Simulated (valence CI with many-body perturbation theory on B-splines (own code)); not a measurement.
**E1 transitions of Cs LI**

Calculated by valence CI with perturbative core correlation (CI+MBPT): three valence electrons over a frozen Dirac-Fock core [He], radial functions for each j: 11 s, 11 p, 9 d, 7 f, 5 g, 2 h, 1 i, with the one-electron correlation potential Σ1 (screened to all orders), the two-electron term Σ2, the three-electron term Σ3, Breit, model QED; selected single and double excitations, second order for the rest (own B-spline code, finite nucleus).

No measured spectrum was set against this ion. As an estimate, large intervals hold to a few tenths of a per cent, small ones and those within an open d or f shell to about a per cent.

Lines 1 to 50 of 283 in falling wavelength, among levels below 467.62 Ry, chosen from the strongest by gf and those to the six lowest levels. Wavelengths and rates use the calculated energies. Electric multipoles are in the length gauge, E1 and E2 with the static RPA response of the core. Weak lines are less certain than strong ones. Lines between different terms over intervals too small for the method are left out, as are lines whose strength nearly cancels. The highest levels of a list are the least certain.

Levels are named by their leading jj configuration (3d3/2^4 stands for four electrons in 3d with j = 3/2), which in mixed levels can hold well under half, so a name can repeat and another be missing. Letters in brackets count levels of one name in rising energy.

```
λ vac (Å)                          Upper                          Lower   A (s⁻¹)  S (a.u.)
    176.8     (2s 2p3/2 3d5/2) J=7/2 [b]     (2s 2p3/2 3p3/2) J=5/2 [b]  3.78e+09  8.25e-02
    175.5         (2s 2p3/2 3d5/2) J=9/2         (2s 2p3/2 3p3/2) J=7/2  5.45e+09  1.45e-01
    173.7      (2p1/2 2p3/2 3d5/2) J=9/2      (2p1/2 2p3/2 3p3/2) J=7/2  6.47e+09  1.67e-01
    171.6  (2p1/2 2p3/2 3d5/2) J=7/2 [a]  (2p1/2 2p3/2 3p3/2) J=5/2 [a]  6.04e+09  1.21e-01
    170.9         (2s 2p1/2 3d5/2) J=7/2         (2s 2p1/2 3p3/2) J=5/2  6.07e+09  1.20e-01
    170.0  (2p1/2 2p3/2 3d5/2) J=7/2 [b]  (2p1/2 2p3/2 3p3/2) J=5/2 [b]  5.66e+09  1.10e-01
    169.3             (2s^2 3d5/2) J=5/2             (2s^2 3p3/2) J=3/2  4.76e+09  6.83e-02
    167.2          (2p1/2^2 3d5/2) J=5/2          (2p1/2^2 3p3/2) J=3/2  6.54e+09  9.05e-02
    164.1     (2s 2p1/2 3d5/2) J=5/2 [a]     (2s 2p1/2 3p3/2) J=3/2 [a]  6.15e+09  8.04e-02
    156.6  (2p1/2 2p3/2 3d5/2) J=5/2 [a]  (2p1/2 2p3/2 3p3/2) J=3/2 [a]  5.52e+09  6.28e-02
    154.5     (2s 2p1/2 3d5/2) J=5/2 [b]     (2s 2p1/2 3p3/2) J=3/2 [b]  6.95e+09  7.60e-02
    148.3     (2s 2p3/2 3d5/2) J=7/2 [a]     (2s 2p3/2 3p3/2) J=5/2 [a]  5.81e+09  7.48e-02
    105.8     (2s 2p1/2 2p3/2) J=3/2 [a]             (2s^2 2p3/2) J=3/2  4.03e+08  9.42e-04
    99.26      (2p1/2 2p3/2 3p3/2) J=7/2     (2s 2p3/2 3p3/2) J=5/2 [b]  1.95e+10  7.53e-02
    93.34         (2s 2p1/2 3p3/2) J=5/2             (2s^2 3p3/2) J=3/2  1.48e+10  3.57e-02
    89.17  (2p1/2 2p3/2 3d3/2) J=5/2 [b]  (2p1/2 2p3/2 3p1/2) J=3/2 [b]  1.83e+10  3.85e-02
    84.21     (2s 2p3/2 3p3/2) J=3/2 [a]        (2s 2p3/2 3s) J=3/2 [a]  3.28e+10  3.86e-02
    83.64          (2p1/2^2 3d3/2) J=3/2          (2p1/2^2 3p1/2) J=1/2  4.50e+10  5.19e-02
    82.95         (2s 2p1/2 2p3/2) J=5/2             (2s^2 2p3/2) J=3/2  4.30e+09  7.27e-03
    82.31  (2p1/2 2p3/2 3d3/2) J=5/2 [a]  (2p1/2 2p3/2 3p1/2) J=3/2 [a]  3.43e+10  5.66e-02
    82.18     (2s 2p3/2 3d3/2) J=5/2 [a]     (2s 2p3/2 3p1/2) J=3/2 [a]  1.95e+10  3.21e-02
    80.16          (2p1/2^2 3p3/2) J=3/2             (2p1/2^2 3s) J=1/2  7.59e+10  7.72e-02
    80.16         (2s 2p3/2 3d3/2) J=7/2         (2s 2p3/2 3p1/2) J=5/2  3.83e+10  7.79e-02
    79.61      (2p1/2 2p3/2 3d3/2) J=7/2      (2p1/2 2p3/2 3p1/2) J=5/2  4.08e+10  8.13e-02
    79.15     (2s 2p1/2 3d3/2) J=3/2 [a]     (2s 2p1/2 3p1/2) J=1/2 [a]  4.66e+10  4.56e-02
    78.97      (2p1/2 2p3/2 3p3/2) J=7/2         (2p1/2 2p3/2 3s) J=5/2  4.73e+10  9.20e-02
    78.75  (2p1/2 2p3/2 3p3/2) J=5/2 [a]     (2p1/2 2p3/2 3s) J=3/2 [a]  6.66e+10  9.63e-02
    78.62     (2s 2p3/2 3d3/2) J=5/2 [b]     (2s 2p3/2 3p1/2) J=3/2 [b]  5.51e+10  7.93e-02
    78.41     (2s 2p1/2 3p3/2) J=3/2 [b]        (2s 2p1/2 3s) J=1/2 [b]  4.21e+10  4.00e-02
    78.39         (2s 2p1/2 3d3/2) J=5/2         (2s 2p1/2 3p1/2) J=3/2  4.07e+10  5.80e-02
    77.54             (2s^2 3d3/2) J=3/2             (2s^2 3p1/2) J=1/2  5.26e+10  4.85e-02
    77.44     (2s 2p3/2 3p3/2) J=5/2 [a]        (2s 2p3/2 3s) J=3/2 [a]  2.54e+10  3.49e-02
    75.52  (2p1/2 2p3/2 3p3/2) J=3/2 [b]     (2p1/2 2p3/2 3s) J=3/2 [b]  4.11e+10  3.50e-02
    75.50         (2s 2p3/2 3p3/2) J=7/2            (2s 2p3/2 3s) J=5/2  8.62e+10  1.46e-01
    75.28     (2s 2p3/2 3p3/2) J=5/2 [b]        (2s 2p3/2 3s) J=3/2 [b]  8.90e+10  1.12e-01
    74.02  (2p1/2 2p3/2 3d3/2) J=5/2 [b]      (2p1/2 2p3/2 3p1/2) J=5/2  2.45e+10  2.94e-02
    73.78             (2s 2p1/2^2) J=1/2             (2s^2 2p1/2) J=1/2  1.00e+10  3.98e-03
    71.92     (2s 2p1/2 3p3/2) J=3/2 [a]        (2s 2p1/2 3s) J=1/2 [a]  9.27e+10  6.81e-02
    71.57  (2p1/2 2p3/2 3p3/2) J=5/2 [b]     (2p1/2 2p3/2 3s) J=3/2 [b]  4.36e+10  4.73e-02
    70.51             (2s^2 3p3/2) J=3/2                (2s^2 3s) J=1/2  1.06e+11  7.31e-02
    70.42     (2s 2p3/2 3p3/2) J=3/2 [b]        (2s 2p3/2 3s) J=3/2 [b]  4.34e+10  2.99e-02
    70.37  (2p1/2 2p3/2 3p3/2) J=5/2 [b]         (2p1/2 2p3/2 3s) J=5/2  5.93e+10  6.12e-02
    69.75         (2s 2p1/2 3p3/2) J=5/2            (2s 2p1/2 3s) J=3/2  8.38e+10  8.43e-02
    69.36     (2s 2p3/2 3p3/2) J=5/2 [a]            (2s 2p3/2 3s) J=5/2  2.95e+10  2.91e-02
    69.09          (2p1/2^2 2p3/2) J=3/2         (2s 2p1/2 2p3/2) J=1/2  8.60e+09  5.60e-03
    68.95     (2s 2p3/2 3p3/2) J=3/2 [b]            (2s 2p3/2 3s) J=1/2  7.07e+10  4.57e-02
    68.63     (2s 2p1/2 3p3/2) J=3/2 [b]            (2s 2p1/2 3s) J=3/2  5.62e+10  3.59e-02
    68.42     (2s 2p3/2 3p3/2) J=1/2 [b]            (2s 2p3/2 3s) J=1/2  9.26e+10  2.93e-02
    65.95  (2p1/2 2p3/2 3p3/2) J=1/2 [b]     (2p1/2 2p3/2 3s) J=3/2 [b]  1.00e+11  2.84e-02
    61.80         (2s 2p1/2 2p3/2) J=1/2             (2s^2 2p3/2) J=3/2  8.91e+09  2.08e-03
```
